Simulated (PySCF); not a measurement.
trans-dichloroethylene (C2H2Cl2), singlet, at a GFN2-xTB geometry; PBE/3-21G in PySCF.

Input for PySCF:
```python
from pyscf import gto, scf, dft

mol = gto.M(
    atom='''
Cl    2.103286    0.360991    0.018303
C     0.552264   -0.364825   -0.001240
C    -0.552264    0.364825    0.001240
Cl   -2.103286   -0.360991   -0.018303
H     0.558290   -1.443262   -0.015389
H    -0.558290    1.443262    0.015389
''',
    basis='3-21g',
    charge=0,
    spin=0,
    verbose=4,
)

mf = dft.RKS(mol)
mf.xc = 'pbe'
mf.diis = False
mf.max_cycle = 100
mf.kernel()
mf.analyze()
```

What the program printed (banner, timings and long lists left out):

```
PySCF version 2.14.0

[INPUT] verbose = 4
[INPUT] num. atoms = 6
[INPUT] num. electrons = 48
[INPUT] charge = 0
[INPUT] spin (= nelec alpha-beta = 2S) = 0
[INPUT] symmetry False subgroup None
[INPUT] Mole.unit = angstrom
[INPUT] Symbol           X                Y                Z      unit          X                Y                Z       unit  Magmom
[...]
nuclear repulsion = 176.794341786194
number of shells = 28
number of NR pGTOs = 90
number of NR cGTOs = 48
basis = 3-21g
ecp = {}

******** <class 'pyscf.dft.rks.RKS'> ********
method = RKS
initial guess = minao
damping factor = 0
level_shift factor = 0
DIIS disabled
SCF conv_tol = 1e-09
SCF conv_tol_grad = None
SCF max_cycles = 100
direct_scf = True
direct_scf_tol = 1e-13
XC library pyscf.dft.libxc version 7.1.2
    S. Lehtola, C. Steigemann, M. J. T. Oliveira, and M. A. L. Marques,  SoftwareX 7, 1–5 (2018)
XC functionals = pbe
    J. P. Perdew, K. Burke, and M. Ernzerhof,  Phys. Rev. Lett. 77, 3865 (1996)
    J. P. Perdew, K. Burke, and M. Ernzerhof,  Phys. Rev. Lett. 78, 1396 (1997)
    J. P. Perdew, K. Burke, and M. Ernzerhof,  Phys. Rev. Lett. 77, 3865 (1996)
    J. P. Perdew, K. Burke, and M. Ernzerhof,  Phys. Rev. Lett. 78, 1396 (1997)
radial grids:
    Treutler-Ahlrichs [JCP 102, 346 (1995); DOI:10.1063/1.469408] (M4) radial grids

becke partition: Becke, JCP 88, 2547 (1988); DOI:10.1063/1.454033
pruning grids: <function nwchem_prune>
grids dens level: 3
symmetrized grids: False
atomic radii adjust function: <function treutler_atomic_radii_adjust>
small_rho_cutoff = 0
Set gradient conv threshold to 3.16228e-05
Initial guess from minao.
tot grids = 85616
init E= -992.25821809193
[...]
cycle= 1 E= -992.410477180421  delta_E= -0.152  |g|= 0.165  |ddm|= 2.84
[...]
cycle= 2 E= -992.411619498269  delta_E= -0.00114  |g|= 0.17  |ddm|= 0.696
[...]
cycle= 3 E= -992.402786757419  delta_E= 0.00883  |g|= 0.246  |ddm|= 0.675
[...]
cycle= 4 E= -992.363367071054  delta_E= 0.0394  |g|= 0.453  |ddm|= 1.04
[...]
cycle= 5 E= -992.271508624077  delta_E= 0.0919  |g|= 0.711  |ddm|=  1.7
[...]
cycle= 6 E= -991.62995983834  delta_E= 0.642  |g|= 1.72  |ddm|=  3.3
[...]
cycle= 7 E= -990.972102657184  delta_E= 0.658  |g|= 2.05  |ddm|= 5.12
[...]
cycle= 8 E= -983.988495421685  delta_E= 6.98  |g|= 5.63  |ddm|=   18
[...]
cycle= 9 E= -975.174202715357  delta_E= 8.81  |g|= 4.15  |ddm|= 23.7
[...]
cycle= 10 E= -949.572039741993  delta_E= 25.6  |g|= 7.72  |ddm|= 20.4
[...]
[...]
[...]
cycle= 80 E= -947.1415513713  delta_E= 19.9  |g|= 7.43  |ddm|= 25.9
[...]
cycle= 81 E= -967.02484967193  delta_E= -19.9  |g|= 3.32  |ddm|= 25.9
[...]
cycle= 82 E= -947.141551371299  delta_E= 19.9  |g|= 7.43  |ddm|= 25.9
[...]
cycle= 83 E= -967.02484967193  delta_E= -19.9  |g|= 3.32  |ddm|= 25.9
[...]
cycle= 84 E= -947.141551371301  delta_E= 19.9  |g|= 7.43  |ddm|= 25.9
[...]
cycle= 85 E= -967.024849671929  delta_E= -19.9  |g|= 3.32  |ddm|= 25.9
[...]
cycle= 86 E= -947.1415513713  delta_E= 19.9  |g|= 7.43  |ddm|= 25.9
[...]
cycle= 87 E= -967.02484967193  delta_E= -19.9  |g|= 3.32  |ddm|= 25.9
[...]
cycle= 88 E= -947.141551371301  delta_E= 19.9  |g|= 7.43  |ddm|= 25.9
[...]
cycle= 89 E= -967.024849671928  delta_E= -19.9  |g|= 3.32  |ddm|= 25.9
[...]
cycle= 90 E= -947.1415513713  delta_E= 19.9  |g|= 7.43  |ddm|= 25.9
[...]
cycle= 91 E= -967.024849671932  delta_E= -19.9  |g|= 3.32  |ddm|= 25.9
[...]
cycle= 92 E= -947.141551371301  delta_E= 19.9  |g|= 7.43  |ddm|= 25.9
[...]
cycle= 93 E= -967.024849671931  delta_E= -19.9  |g|= 3.32  |ddm|= 25.9
[...]
cycle= 94 E= -947.141551371299  delta_E= 19.9  |g|= 7.43  |ddm|= 25.9
[...]
cycle= 95 E= -967.024849671929  delta_E= -19.9  |g|= 3.32  |ddm|= 25.9
[...]
cycle= 96 E= -947.141551371301  delta_E= 19.9  |g|= 7.43  |ddm|= 25.9
[...]
cycle= 97 E= -967.02484967193  delta_E= -19.9  |g|= 3.32  |ddm|= 25.9
[...]
cycle= 98 E= -947.1415513713  delta_E= 19.9  |g|= 7.43  |ddm|= 25.9
[...]
cycle= 99 E= -967.02484967193  delta_E= -19.9  |g|= 3.32  |ddm|= 25.9
[...]
cycle= 100 E= -947.141551371301  delta_E= 19.9  |g|= 7.43  |ddm|= 25.9
SCF not converged.
SCF energy = -947.141551371301
**** SCF Summaries ****
Total Energy =                        -947.141551371301148
Nuclear Repulsion Energy =             176.794341786194082
One-electron Energy =                -1692.206502749305400
Two-electron Energy =                  568.270609591810171
Two-electron Coulomb Energy =          638.554709391649908
DFT Exchange-Correlation Energy =      -70.284099799839694
HOMO-LUMO gap [eV] =                     0.364329421993896
**** MO energy ****
[...]
 ** Mulliken pop on meta-lowdin orthogonal AOs  **
 ** Mulliken pop  **
 ** Mulliken atomic charges  **
charge of    0Cl =      6.67657
charge of    1C =     -5.60114
charge of    2C =     -5.60114
charge of    3Cl =      6.67657
charge of    4H =     -1.07543
charge of    5H =     -1.07543
Dipole moment(X, Y, Z, Debye):  0.00000, -0.00000, -0.00000
```

The run did not converge; its last values are not results.
